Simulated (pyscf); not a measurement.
Structures and frequencies: ωB97X-D3(BJ)/def2-SVP in PySCF.

Task: Estimate by transition-state theory the rate constant of H₃C–BiH₂ + H₃C–ZnH → BiH₃ + H₃C–Zn–CH₃ (singlet surface; Bi–C, H–Zn broken, Bi–H, C–Zn formed) at 1200 K, with ωB97M-D3(BJ)/def2-TZVP energies (ideal gas, 1 atm, RRHO with modes under 100 cm⁻¹ raised to 100, one conformer, R ln 2 for chiral ones without a mode under 150 cm⁻¹; no tunnelling).

Result: The electronic barrier is 29.4 kcal/mol and the thermal terms add +42.3, so ΔG‡ = 71.7 kcal/mol. With k_BT/h = 2.50e+13 s⁻¹ and RT = 2.385 kcal/mol, and a volume of 1.64e-19 cm³ per molecule at 1 atm, k = 3.6e-19 cm³ molecule⁻¹ s⁻¹. Wigner's tunnelling factor for 394i cm⁻¹ would be 1.01. A shift of 1 kcal/mol in the barrier changes k by a factor 1.5. On the reactant side the descent ends in an adduct with a Bi–Zn contact, 6.5 kcal/mol under the separated species and 29.6 kcal/mol under the saddle at ωB97X-D3(BJ)/def2-TZVP. On the product side the descent ends in a complex (not fully relaxed), 5.1 kcal/mol under the separated species and 30.4 kcal/mol under the saddle at ωB97X-D3(BJ)/def2-TZVP. At ωB97X-D3(BJ)/def2-TZVP the barrier from the zero used here is 23.1 kcal/mol. This is the saddle that the search found; another between the same sides may lie lower. Elements up to Kr have no core potential and no relativistic terms here. Elements past Kr carry the def2 core potentials, without spin-orbit coupling.
